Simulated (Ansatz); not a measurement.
Stepwise reaction of `[NH]=[Ta]([Cl])([Cl])[Cl]` with ammonia, as a gas-phase model of exchange steps in deposition or etching. ΔE in kJ/mol; ΔG adds harmonic PBE0-D4 terms to CCSD(T)/CBS, at 1 bar.

Computed with Ansatz on PBE0-D4/def2-TZVP structures; ΔE is electronic, products minus reactants. CBS: MP2 limit from def2 TZ/QZ plus the TZ coupled-cluster correction, frozen cores. This one scheme is used for every species. Functionals use def2-TZVPP. B3LYP here is the variant with VWN-RPA as its local correlation; programs differ in this. Elements past krypton have def2 core potentials. For Ta outer-core shells are correlated without core-valence functions, which leaves a few kJ/mol of doubt a bond. One conformer a species, not always the lowest.

```
step                                                                    reaction  PBE-D4  B3LYP-D4  ωB97M-V  CCSD(T)/CBS  ΔG(400 K)
   1      `[NH]=[Ta]([Cl])([Cl])[Cl]` + NH₃ → `[NH]=[Ta]([NH2])([Cl])[Cl]` + HCl    55.7      55.2     54.4         54.5       44.7
   2    `[NH]=[Ta]([NH2])([Cl])[Cl]` + NH₃ → `[NH]=[Ta]([NH2])([NH2])[Cl]` + HCl    79.6      79.4     78.8         79.1       70.1
   3  `[NH]=[Ta]([NH2])([NH2])[Cl]` + NH₃ → `[NH]=[Ta]([NH2])([NH2])[NH2]` + HCl   101.5     101.3    100.3        100.6       91.5
```

Problem. By hand: ΔE of the 3 steps together at CCSD(T)/CBS.

Solution. (54.5) + (79.1) + (100.6) = 234.2 kJ/mol, or 78.1 kJ/mol a step.

In ΔE each step is higher than the one before. All are uphill at CCSD(T)/CBS. ΔG lies between 44.7 and 91.5 kJ/mol a step. PBE-D4 differs from CCSD(T)/CBS by 0.5 to 1.2 kJ/mol a step. Isolated molecules leave out the surface, adducts and barriers. Largest T1 diagnostic: 0.018.
